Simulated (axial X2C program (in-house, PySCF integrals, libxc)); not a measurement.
**Spin–orbit splitting of π states down a group (EOM-EA-CCSD)**

Calculated with an in-house all-electron X2C program for linear molecules (integrals from PySCF): two-component X2C with atomic mean-field Coulomb and Gaunt terms, Dyall basis sets with cores contracted in-house.

The first pair of π-type roots with Ω = 1/2 and 3/2, reached by adding an electron to a closed-shell reference; vertical energies, inner shells frozen. Splitting means E(3/2) − E(1/2).

Basis sets: Cl dyall-av3z, Ge dyall-acv3z, Si dyall-av3z, Sn dyall-acv3z. Correlated electrons in EOM-CCSD (inner shells frozen, about 90 virtual spinors): SiCl⁺ 10, GeCl⁺ 10, SnCl⁺ 10.

| species | reference | R (Å) | main character | spinor gap ε(3/2) − ε(1/2), HF (cm⁻¹) |
| --- | --- | --- | --- | --- |
| SiCl | SiCl⁺ | 2.080 | 78% Si pπ, 9% Cl dπ | 170 |
| GeCl | GeCl⁺ | 2.182 | 80% Ge pπ, 8% Cl dπ | 890 |
| SnCl | SnCl⁺ | 2.383 | 84% Sn pπ | 2210 |

Question: Should these pairs be regular or inverted?

Answer: Regular: one electron outside a closed shell puts Ω = 1/2 lowest, with the sign of the spinor gap.

EOM-EA-CCSD gives:

```tsv
species	binding Ω = 1/2 (eV)	binding Ω = 3/2 (eV)	splitting (cm⁻¹)	lowest root?
SiCl	7.376	7.349	218	yes
GeCl	7.358	7.247	894	yes
SnCl	7.087	6.817	2178	yes
```

A negative binding energy means unbound at this level; the spinor gap is withheld where the HF spinor is unbound or of another character. A small p share on a heavy partner can supply much of the splitting, and mixing of Ω = 1/2 with σ states shifts it further.

Question: With what power of Z of the atom that holds the π orbital does the splitting grow here (least-squares line in log–log)?

Answer: About Z^1.8 on average, though single steps scatter about that; valence splittings grow roughly as Z², far more slowly than the Z⁴ of hydrogen-like ions, because inner shells screen the nucleus.

States that need a further excitation are missing; levels can be off by some tenths of an eV, splittings by less.
